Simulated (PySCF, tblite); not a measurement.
Isomers of C4H10F2SSi, one GFN2-xTB conformer each. Single-point energies are computed at PBE0/pcSseg-1 (PySCF, gas phase, no added dispersion term), electronic only.

```tsv
SMILES	GFN2-xTB relative energy (kcal/mol)
CC(C)(CS)[SiH](F)F	0.0
FC(F)CCSC[SiH3]	81.5
CCS[SiH2]CC(F)F	59.9
```

Conformers: `[CH3:1][C:2]([CH3:3])([CH2:4][SH:5])[SiH:6]([F:7])[F:8]` with C1–C2–C4–S5 57°, C2–C4–S5–H 68°, C1–C2–Si6–F7 -46°; `[F:1][CH:2]([F:3])[CH2:4][CH2:5][S:6][CH2:7][SiH3:8]` with F1–C2–C4–C5 -73°, C2–C4–C5–S6 -63°, C4–C5–S6–C7 -69°, C5–S6–C7–Si8 -61°; `[CH3:1][CH2:2][S:3][SiH2:4][CH2:5][CH:6]([F:7])[F:8]` with C1–C2–S3–Si4 -73°, C2–S3–Si4–C5 -169°, S3–Si4–C5–C6 -169°, Si4–C5–C6–F7 -53°.

What does PBE0/pcSseg-1 give for the same structures?

```json
{"SMILES": "CC(C)(CS)[SiH](F)F", "PBE0/pcSseg-1 E (Eh)": "-1045.23542", "PBE0/pcSseg-1 (kcal/mol)": "0.0", "GFN2-xTB (kcal/mol)": "0.0", "point group": "C1"}
{"SMILES": "CCS[SiH2]CC(F)F", "PBE0/pcSseg-1 E (Eh)": "-1045.14205", "PBE0/pcSseg-1 (kcal/mol)": "58.6", "GFN2-xTB (kcal/mol)": "59.9", "point group": "C1"}
{"SMILES": "FC(F)CCSC[SiH3]", "PBE0/pcSseg-1 E (Eh)": "-1045.10189", "PBE0/pcSseg-1 (kcal/mol)": "83.8", "GFN2-xTB (kcal/mol)": "81.5", "point group": "C1"}
```

Both levels put the same isomer lowest; measured from each level's own lowest isomer, the values differ by up to 2.3 kcal/mol (FC(F)CCSC[SiH3]: 81.5 against 83.8). As drawn, the lowest has an S–H bond and an Si–F bond, which the highest lacks; the highest has two fluorines on one carbon, which the lowest lacks.

Which frontier levels, dipoles and rotational constants go with these structures?

| SMILES | HOMO (eV, PBE0/pcSseg-1) | LUMO (eV) | dipole (D) | A, B, C (MHz) |
| --- | --- | --- | --- | --- |
| CC(C)(CS)[SiH](F)F | -6.89 | 0.54 | 3.14 | 1505, 1218, 956.5 |
| CCS[SiH2]CC(F)F | -7.00 | 0.13 | 2.44 | 3939, 510.2, 475.9 |
| FC(F)CCSC[SiH3] | -6.62 | 0.26 | 2.72 | 2771, 586.3, 559.1 |

What happens when harmonic zero-point energies from GFN2-xTB frequencies are added?

| SMILES | ZPE (kcal/mol) | electronic (kcal/mol) | with ZPE (kcal/mol) |
| --- | --- | --- | --- |
| CC(C)(CS)[SiH](F)F | 83.6 | 0.0 | 0.0 |
| CCS[SiH2]CC(F)F | 83.1 | 58.6 | 58.1 |
| FC(F)CCSC[SiH3] | 80.9 | 83.8 | 81.0 |

The zero-point energies span 2.7 kcal/mol. The order is unchanged.
